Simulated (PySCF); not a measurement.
C4H12OSi.
Bonds: C1–O2, O2–Si3, Si3–C4, Si3–C5, Si3–C6. Hydrogens: H7, H8, H9 on C1; H10, H11, H12 on C4; H13, H14, H15 on C5; H16, H17, H18 on C6.

The same species was optimised twice, with GFN2-xTB and with PBE0-D3(BJ)/def2-SVP (PySCF), and the same property calculations (PySCF, gas phase) were run on both structures.

```csv
coordinate,GFN2-xTB,PBE0-D3(BJ)/def2-SVP,change
O2–Si3 (Å),1.638,1.678,+0.040
Si3–C6 (Å),1.911,1.878,-0.033
Si3–C4 (Å),1.911,1.878,-0.033
Si3–C5 (Å),1.896,1.867,-0.029
C1–O2 (Å),1.397,1.393,-0.004
C1–O2–Si3 (°),128.4,125.1,-3.3
O2–Si3–C5 (°),101.9,104.9,+3.0
O2–Si3–C6 (°),111.4,109.7,-1.7
O2–Si3–C4 (°),111.5,109.8,-1.7
C4–Si3–C6 (°),108.2,109.8,+1.6
C5–Si3–C6 (°),111.9,111.2,-0.7
C4–Si3–C5 (°),111.9,111.3,-0.6
C1–O2–Si3–C4 (°),-60,-56,+4
```

Rotational constants: A = 2952, B = 2030, C = 1986 MHz (GFN2-xTB) against A = 3072, B = 2020, C = 2013 MHz (PBE0-D3(BJ)/def2-SVP). Atoms that the bonding makes alike are paired by their places after alignment.

On the GFN2-xTB structure: HOMO (eV) -7.62 [PBE0/pcSseg-1]; LUMO (eV) 1.15 [PBE0/pcSseg-1]; dipole (D) 1.14 [PBE0/pcSseg-1]; GIAO shielding of C1 (ppm) 134.6 [PBE0/pcSseg-1]; GIAO shielding of O2 (ppm) 316.2 [PBE0/pcSseg-1]; GIAO shielding of Si3 (ppm) 335.4 [PBE0/pcSseg-1]; GIAO shielding of C4/C5/C6 (mean) (ppm) 187.5 [PBE0/pcSseg-1].

What do these properties become on the PBE0-D3(BJ)/def2-SVP structure?

```json
{"property": "HOMO (eV)", "level": "PBE0/pcSseg-1", "on GFN2-xTB": "-7.62", "on PBE0-D3(BJ)/def2-SVP": "-7.56", "change": "+0.06"}
{"property": "LUMO (eV)", "level": "PBE0/pcSseg-1", "on GFN2-xTB": "1.15", "on PBE0-D3(BJ)/def2-SVP": "1.11", "change": "-0.04"}
{"property": "dipole (D)", "level": "PBE0/pcSseg-1", "on GFN2-xTB": "1.14", "on PBE0-D3(BJ)/def2-SVP": "1.15", "change": "+0.01"}
{"property": "energy, GFN2-xTB geometry as zero (kcal/mol)", "level": "PBE0/pcSseg-1", "on GFN2-xTB": "0.0", "on PBE0-D3(BJ)/def2-SVP": "-1.8", "change": "-1.8"}
{"property": "GIAO shielding of C1 (ppm)", "level": "PBE0/pcSseg-1", "on GFN2-xTB": "134.6", "on PBE0-D3(BJ)/def2-SVP": "133.4", "change": "-1.2"}
{"property": "GIAO shielding of O2 (ppm)", "level": "PBE0/pcSseg-1", "on GFN2-xTB": "316.2", "on PBE0-D3(BJ)/def2-SVP": "315.6", "change": "-0.6"}
{"property": "GIAO shielding of Si3 (ppm)", "level": "PBE0/pcSseg-1", "on GFN2-xTB": "335.4", "on PBE0-D3(BJ)/def2-SVP": "329.6", "change": "-5.8"}
{"property": "GIAO shielding of C4/C5/C6 (mean) (ppm)", "level": "PBE0/pcSseg-1", "on GFN2-xTB": "187.5", "on PBE0-D3(BJ)/def2-SVP": "186.0", "change": "-1.5"}
```

The heavy atoms differ by 0.061 Å rms after alignment (one structure mirrored). Among bonds between heavy atoms O2–Si3 changes most (+0.040 Å). Changes are differences of the printed values. Neither structure is proved a minimum here.

Shape of the structure used: `[CH3:1][O:2][Si:3]([CH3:4])([CH3:5])[CH3:6]`: C1–O2–Si3–C4 -56°.
